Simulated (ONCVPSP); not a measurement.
**u(r) = r·R(r): atom against pseudo-atom (fluorine)**

Columns: radius, all-electron u(r) and pseudo u(r) of the 2p shell (level -49.11 eV) of fluorine in the configuration [He] 2s2 2p3; LDA (Perdew-Zunger), scalar-relativistic, ONCV scheme, ONCVPSP 4.0.1.

```csv
r (bohr),all-electron,pseudo
0.062,0.0740,0.0315
0.125,0.2311,0.1231
0.188,0.4078,0.2616
0.250,0.5709,0.4253
0.312,0.7102,0.5957
0.375,0.8229,0.7563
0.438,0.9067,0.8894
0.500,0.9630,0.9846
0.562,0.9966,1.0428
0.625,1.0112,1.0668
0.688,1.0096,1.0624
0.750,0.9954,1.0383
0.812,0.9715,1.0019
0.875,0.9398,0.9584
0.938,0.9025,0.9122
1.000,0.8621,0.8663
1.062,0.8193,0.8207
1.125,0.7746,0.7748
1.188,0.7293,0.7293
1.250,0.6851,0.6850
1.312,0.6415,0.6415
1.375,0.5985,0.5985
1.438,0.5569,0.5569
1.500,0.5177,0.5176
1.562,0.4802,0.4802
1.625,0.4441,0.4441
```

(1) How many radial nodes do the two functions have?

(2) At about which radius was the pseudo-wave matched?

(3) Is the pseudo-wave norm-conserving?

## Answers

(1) The all-electron 2p function has n − l − 1 = 0; the pseudo-wave has 0.

(2) 1.25 bohr. The columns agree to 0.0005 from 1.12 bohr on; several derivatives are matched, so the curves merge somewhat inside the radius.

(3) Yes: the ONCV scheme keeps the norm inside the radius equal to the all-electron one, which fixes the energy derivative of the logarithmic derivative at the level.
